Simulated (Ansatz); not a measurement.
`O[SiH2]C[Si](O)(O)O` + `O[SiH2]S` → `O[SiH2]S[Si](O)(O)O` + `C[SiH2]O`  (ligand exchange at the Si–C bond)

Isolated molecules relaxed with PBE0-D4/def2-TZVP in Ansatz; ΔE leaves out vibrations. CBS: MP2 limit from def2 TZ/QZ plus the TZ coupled-cluster correction, frozen cores. This one scheme is used for every species. Functionals use def2-TZVPP. B3LYP here is the variant with VWN-RPA as its local correlation; programs differ in this. Each species was taken in one conformer, which may not be the lowest.

| level | ΔE (eV) |
| --- | --- |
| B3LYP | -0.45 |
| MP2/CBS(def2) | -0.53 |

What does CCSD(T)/CBS give? (Best estimate.)

The calculation gave: -0.48 eV. The listed levels differ from it by 0.03, -0.05 eV.

Largest T1 diagnostic among the species: 0.012.

The D4 term adds −0.05 eV with B3LYP and −0.03 eV with PBE0; it sums over pairs of atoms, weighted by their polarisabilities, and B3LYP, whose exchange is more repulsive, gets the larger term.
